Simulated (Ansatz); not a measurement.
Species: Mo, charge 0, septet.

Total energies in def2-QZVPP, 6 correlated electrons, 4 frozen orbitals. Open shells are spin-unrestricted; no spin-orbit coupling. Correlated methods leave the cores frozen (noble-gas shells, and filled d and f shells in the p block). Past Kr the def2 sets carry scalar-relativistic core potentials.

```json
[
 {"method": "HF", "program": "Ansatz", "energy (Eh)": "-67.56772", "minus CCSDT(Q) (mEh)": "93.05"},
 {"method": "MP2", "program": "Ansatz", "energy (Eh)": "-67.64975", "minus CCSDT(Q) (mEh)": "11.01"},
 {"method": "CCSD", "program": "Ansatz", "energy (Eh)": "-67.65772", "minus CCSDT(Q) (mEh)": "3.04"},
 {"method": "CCSD(T)", "program": "Ansatz", "energy (Eh)": "-67.66039", "minus CCSDT(Q) (mEh)": "0.37"},
 {"method": "CCSDT(Q)", "program": "Ansatz", "energy (Eh)": "-67.66076", "minus CCSDT(Q) (mEh)": "0.00"}
]
```

Ansatz is a first-principles code.
